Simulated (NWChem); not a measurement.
A series in which one site is exchanged, each optimised at PBE0/def2-SVP with NWChem, gas phase unless a solvent is named. For some, no frequency run checked for a minimum. def2 effective core potentials on I; no spin-orbit coupling.

A: [Cl][GaH][Cl] (GaHCl2; site = H)
B: [Cl][Ga]([Cl])[Cl] (GaCl$_{3}$; site = Cl)
C: [Ga]([Cl])([Cl])[I] (GaICl$_{2}$; site = I)
D: [F][Ga]([Cl])[Cl] (GaCl$_{2}$F; site = F)

Values for A:

- dipole (D), PBE0/def2-SVP: 1.70
- orbital gap (eV), PBE0/def2-SVP: 7.40
- static polarisability, PBE/def2-SVPD (bohr³): 58.4
- lowest singlet excitation, PBE/def2-SVPD, TDA (eV): 5.26

Q: How do these values change for the other members?

A: 
| change from A | B | C | D |
|---|---|---|---|
| dipole (D), PBE0/def2-SVP | -1.70 | -0.81 | -0.89 |
| orbital gap (eV), PBE0/def2-SVP | +0.02 | -1.34 | +0.22 |
| static polarisability, PBE/def2-SVPD (bohr³) | +12.6 | +36.4 | -2.9 |
| lowest singlet excitation, PBE/def2-SVPD, TDA (eV) | -0.18 | -1.19 | +0.03 |
